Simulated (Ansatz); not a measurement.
`BC=N` + `BC(F)[SiH3]` → `BBC=N` + `FC[SiH3]` at 600 K and 1 bar (redistribution).

Isolated molecules relaxed with PBE0-D4/def2-TZVP in Ansatz; ΔE leaves out vibrations. CBS: MP2 limit from def2 TZ/QZ plus the TZ coupled-cluster correction, frozen cores. Each species was taken in one conformer, which may not be the lowest.

```tsv
species	CCSD(T)/CBS energy (Eh)	H − E (kJ/mol)	S (J/(mol·K))
`BC=N`	-119.89437	170.9	322.2
`BC(F)[SiH3]`	-455.28386	226.9	409.8
`BBC=N`	-145.26428	214.7	382.7
`FC[SiH3]`	-429.90570	185.9	352.4
```

H − E and S are ideal-gas, rigid-rotor, harmonic terms from PBE0-D4/def2-TZVP, for one conformer and one mirror image of each species. 1 Eh = 2625.50 kJ/mol, R = 8.31446 J/(mol·K).

**Question.** By hand: ΔE, ΔH, ΔS and ΔG.

**Answer.** ΔE = (-145.26428) + (-429.90570) − (-119.89437) − (-455.28386) = 0.00825 Eh = 21.7 kJ/mol. Δ(H − E) = 214.7 + 185.9 − 170.9 − 226.9 = 2.8, so ΔH = 24.5 kJ/mol. ΔS = 382.7 + 352.4 − 322.2 − 409.8 = 3.1 J/(mol·K). ΔG = 24.5 − 600 × (3.1)/1000 = 22.6 kJ/mol.

**Question.** By hand: the equilibrium constant, and the temperature at which ΔG would vanish if ΔH and ΔS stayed fixed.

**Answer.** log₁₀ K = −ΔG/(RT ln 10) = -2.0. ΔG = 0 at ΔH/ΔS = 7903 K, far beyond where these terms or the molecules hold.

The number of gas molecules stays the same, so ΔS is small and ΔH decides. A doubt of 5 kJ/mol in ΔE shifts log₁₀ K by 0.4 here. Other conformers and mirror images would add mixing entropy, several J/(mol·K) or more a flexible species. These are equilibria of isolated gas molecules and say nothing of rates. Largest T1 diagnostic: 0.015 (customary marks: 0.02 for closed shells, 0.045 for open ones).
